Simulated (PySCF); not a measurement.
# Ionisation energy of Mn¹⁵⁺ by level of theory

Mn¹⁵⁺ [Ne] → Mn¹⁶⁺ [He] 2s2 2p5 [2p1/2^2 2p3/2^3, M_J = 3/2], as a difference of total energies. Calculation: PySCF 2.14, in an even-tempered Gaussian basis (18 s from 3 bohr⁻², ratio 2.4; 12 p from 3.9 bohr⁻², ratio 2.4; 5 d from 20 bohr⁻², ratio 2.6; 5 f from 29 bohr⁻², ratio 2.6); the two-component X2C-1e Hamiltonian. Correlated levels: nothing frozen; the 34 highest virtual spinors dropped. "Screened" scales the spin-orbit matrix elements by Boettger's factors to mimic the two-electron term; Breit and QED terms are absent.

Task: Order these methods by the ionisation energy they give, lowest first.
A. GHF (screened spin-orbit)
B. GHF (spin-free)
C. GMP2 (spin-free)
D. GMP2 (screened spin-orbit)

Result: A (1131.8 eV), D (1133.3 eV), B (1135.5 eV), C (1136.9 eV).

For comparison: 1133.7 ± 0.6 eV (semi-empirical (NIST evaluation); NIST Atomic Spectra Database, ionization energies).
